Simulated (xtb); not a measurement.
CHO$_{2}$, charge +1, singlet, at a GFN2-xTB geometry; GFN2-xTB with ALPB(water) run with xtb.

The xtb input:
```
$ xtb mol.xyz --gfn 2 --chrg 1 --uhf 0 --alpb water --json

# file mol.xyz
4

C     -0.00695796     0.00985104    -0.11037218
O     -0.02341240    -0.02147629     1.07634088
O      0.09771270    -0.03387449    -1.21876599
H     -0.55265466     0.38369998     1.80163397
```

Task: Predict the main parts of the log of this xtb run.

Result: 
```
   ID    Z sym.   atoms
    1    6 C      1
    2    8 O      2, 3
    3    1 H      4

           -------------------------------------------------
          |                Calculation Setup                |
           -------------------------------------------------

           -------------------------------------------------
          |                 G F N 2 - x T B                 |
           -------------------------------------------------

      * Solvation model:               ALPB
        Solvent                        water
        Parameter file                 internal GFN2-xTB/ALPB
        Dielectric constant                8.0200E+01
        Reference state                gsolv [1 M gas/solution]
        Free energy shift                  1.0808E-03 Eh       6.7819E-01 kcal/mol
        Temperature                        2.9815E+02 K
        Density                            1.0000E+00 kg/L
        Solvent mass                       1.8000E+01 g/mol
        Interaction kernel             P16
        Born radius scaling (c1)           1.4744E+00
        Born radii integrator          GBOBC
        Born offset                        0.0000E+00 a0       0.0000E+00 AA
        H-bond correction              true
        Ion screening                  false
        Surface tension                    1.0000E-05 Eh       1.5569E+01 dyn/cm
        Grid points                               230 per atom

          ...................................................
          :                      SETUP                      :
          :.................................................:
          :  # basis functions                  13          :
          :  # atomic orbitals                  13          :
          :  # shells                            7          :
          :  # electrons                        16          :
          :  max. iterations                   250          :
          :  Hamiltonian                  GFN2-xTB          :
          :  restarted?                      false          :
          :  GBSA solvation                   true          :
          :  PC potential                    false          :
          :  electronic temp.          300.0000000     K    :
          :  accuracy                    1.0000000          :
          :  -> integral cutoff          0.2500000E+02      :
          :  -> integral neglect         0.1000000E-07      :
          :  -> SCF convergence          0.1000000E-05 Eh   :
          :  -> wf. convergence          0.1000000E-03 e    :
          :  Broyden damping             0.4000000          :
          :  net charge                          1          :
          :  unpaired electrons                  0          :
          ...................................................

 iter      E             dE          RMSdq      gap      omega  full diag
   1    -10.5201529 -0.105202E+02  0.741E+00    8.13       0.0  T
   2    -10.5244803 -0.432745E-02  0.432E+00    8.08       1.0  T
   3    -10.5246299 -0.149529E-03  0.636E-01    8.05       1.0  T
   4    -10.5246838 -0.539509E-04  0.112E-01    7.99       1.0  T
   5    -10.5246924 -0.861246E-05  0.555E-02    8.01       1.0  T
   6    -10.5246930 -0.553981E-06  0.616E-03    8.01       8.1  T
   7    -10.5246930 -0.115856E-07  0.283E-03    8.01      17.7  T
   8    -10.5246930 -0.858953E-08  0.533E-04    8.01      93.9  T
   9    -10.5246930 -0.134788E-09  0.441E-04    8.01     113.5  T

   *** convergence criteria satisfied after 9 iterations ***

         :::::::::::::::::::::::::::::::::::::::::::::::::::::
         ::                     SUMMARY                     ::
         :::::::::::::::::::::::::::::::::::::::::::::::::::::
         :: total energy             -10.391341802910 Eh    ::
         :: total w/o Gsasa/hb       -10.375357149730 Eh    ::
         :: gradient norm              0.054550205801 Eh/a0 ::
         :: HOMO-LUMO gap              8.008136883705 eV    ::
[...]
         ::    -> Gelec               -0.120880239208 Eh    ::
         ::    -> Gsasa                0.003227893538 Eh    ::
         ::    -> Ghb                 -0.020293306417 Eh    ::
         ::    -> Gshift               0.001080759698 Eh    ::
         :: repulsion energy           0.133351207118 Eh    ::
         :: add. restraining           0.000000000000 Eh    ::
         :: total charge               1.000000000000 e     ::
         :::::::::::::::::::::::::::::::::::::::::::::::::::::

           -------------------------------------------------
          |                Property Printout                |
           -------------------------------------------------

    * Orbital Energies and Occupations

         #    Occupation            Energy/Eh            Energy/eV
      -------------------------------------------------------------
         1        2.0000           -0.8822673             -24.0077
         2        2.0000           -0.8667506             -23.5855
         3        2.0000           -0.7670799             -20.8733
         4        2.0000           -0.7347151             -19.9926
         5        2.0000           -0.7339971             -19.9731
         6        2.0000           -0.6725101             -18.2999
         7        2.0000           -0.6198184             -16.8661
         8        2.0000           -0.6064796             -16.5031 (HOMO)
         9                         -0.3121859              -8.4950 (LUMO)
        10                         -0.2901461              -7.8953
        11                         -0.0146886              -0.3997
        12                          0.3533898               9.6162
        13                          1.3237549              36.0212
      -------------------------------------------------------------
                  HL-Gap            0.2942936 Eh            8.0081 eV
             Fermi-level           -0.4593327 Eh          -12.4991 eV

     #   Z          covCN         q      C6AA      α(0)
     1   6 C        1.711     0.526    20.604     7.349
     2   8 O        1.658    -0.104    15.908     5.384
     3   8 O        0.856    -0.030    15.517     5.281
     4   1 H        0.802     0.608     0.237     0.764

 Mol. C6AA /au·bohr⁶  :        166.434823
 Mol. C8AA /au·bohr⁸  :       3777.433032
 Mol. α(0) /au        :         18.778339

Wiberg/Mayer (AO) data.
largest (>0.10) Wiberg bond orders for each atom

 ---------------------------------------------------------------------------
     #   Z sym  total        # sym  WBO       # sym  WBO       # sym  WBO
 ---------------------------------------------------------------------------
     1   6 C    3.922 --     3 O    2.226     2 O    1.686
     2   8 O    2.616 --     1 C    1.686     4 H    0.591     3 O    0.339
     3   8 O    2.595 --     1 C    2.226     2 O    0.339
     4   1 H    0.630 --     2 O    0.591
 ---------------------------------------------------------------------------

Topologies differ in total number of bonds
Writing topology from bond orders to xtbtopo.mol

molecular dipole:
                 x           y           z       tot (Debye)
 q only:       -0.643       0.457       1.818
   full:       -0.724       0.520       1.902       5.339
molecular quadrupole (traceless):
                xx          xy          yy          xz          yz          zz
 q only:       -2.738      -0.691      -3.252      -3.207       2.255       5.991
  q+dip:       -2.558      -0.812      -3.158      -3.673       2.646       5.716
   full:       -1.855      -0.821      -2.445      -3.461       2.553       4.300

           -------------------------------------------------
          | TOTAL ENERGY              -10.391341802910 Eh   |
          | GRADIENT NORM               0.054550205801 Eh/α |
          | HOMO-LUMO GAP               8.008136883705 eV   |
           -------------------------------------------------

normal termination of xtb
```
